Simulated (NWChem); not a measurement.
C2H4FNOSi; SMILES O=C/N=C/[SiH2]F

```xyz
10

O      0.1222     3.4170     0.0000
C     -0.4041     2.3331     0.0000
N      0.3245     1.1002     0.0000
C     -0.4066     0.0378     0.0000
Si     0.5185    -1.6182     0.0000
F     -0.5859    -2.8307     0.0000
H     -1.5342     2.1912     0.0000
H     -1.5314     0.1060     0.0000
H      1.3472    -1.7138     1.2440
H      1.3472    -1.7138    -1.2440
```
Atoms are numbered in this order, from 1.

Results from NWChem. All runs use the structure optimised with PBE-D3(BJ)/def2-SVP. Level M06-2X/def2-SVP: energy and gradient on several grids; changes count from the extra-fine grid, which is no exact limit either.

```json
[
 {"grid": "xcoarse", "size of the energy change (μHa)": "20000", "largest change of a gradient component (μHa/bohr)": "7000", "time, medium = 1 (rough)": "about 1"},
 {"grid": "coarse", "size of the energy change (μHa)": "400", "largest change of a gradient component (μHa/bohr)": "600", "time, medium = 1 (rough)": "about 1"},
 {"grid": "medium", "size of the energy change (μHa)": "30", "largest change of a gradient component (μHa/bohr)": "200", "time, medium = 1 (rough)": "about 1"},
 {"grid": "fine", "size of the energy change (μHa)": "< 10", "largest change of a gradient component (μHa/bohr)": "80", "time, medium = 1 (rough)": "about 1"},
 {"grid": "xfine", "size of the energy change (μHa)": "< 10", "largest change of a gradient component (μHa/bohr)": "< 30", "time, medium = 1 (rough)": "2"}
]
```
